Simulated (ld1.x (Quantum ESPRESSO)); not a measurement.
## N: excitation energies, all-electron against RRKJ

| Item | Value |
| --- | --- |
| Element | nitrogen |
| Generator | ld1.x (Quantum ESPRESSO) 7.5 |
| Type | norm-conserving RRKJ (Kleinman–Bylander form) |
| Functional | PBE |
| Relativity | non-relativistic |
| Frozen core | [He] |
| Valence charge | 5 |
| Reference configuration | 2s1.75 2p3.25 |
| Partial waves | 2s (bound): rc 1.05 bohr; 2p (bound): rc 1.40 bohr |
| Local potential | the p channel |
| Core correction | none |

Energies are relative to the spin-unpolarised reference configuration 2s1.75 2p3.25; without spin polarisation the order of configurations can differ from experiment.

```
valence configuration  charge  ΔE all-electron (eV)  error AE − PS (meV)
              2s2 2p2      +1                10.730                 +7.9
              2s2 2p1      +2                39.589                  +87
              2s1 2p4       0                 8.611                 +3.8
              2s1 2p0      +4               164.443                 +975
            2s2 2p2.5    +0.5                 2.230                 +2.2
              2s2 2p0      +3                86.674                 +498
```

What are ΔE and the potential's error for 2s2 2p3?

ΔE = -2.867 eV all-electron; the error (AE − PS) is +0.4 meV.
